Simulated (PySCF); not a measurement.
# How methods differ on the ionisation energy of Zn

Zn [Ar] 3d10 4s2 (1S) → Zn+ [Ar] 3d10 4s1 (2S), as a difference of total energies. Calculation: PySCF 2.14, in cc-pVTZ-PP with ECP10MDF (5s5p4d2f1g, 63 functions); a scalar-relativistic core potential. Correlated levels: valence: 3s2 3p6 frozen. The calculations carry no spin-orbit coupling.

```tsv
method	ionisation energy (eV)	error (eV)
UHF	7.805	-1.589
MN15	9.262	-0.132
PBE	9.553	+0.159
MP2 (valence)	9.046	-0.348
SCS-MP2 (valence)	9.063	-0.331
```

Reference: 9.394 eV (measured; NIST Atomic Spectra Database, ionization energies).

Errors of the correlated levels include the incompleteness of this basis and the frozen core.

MP2 underrates the near-degeneracy of ns² with np² in the lower species.
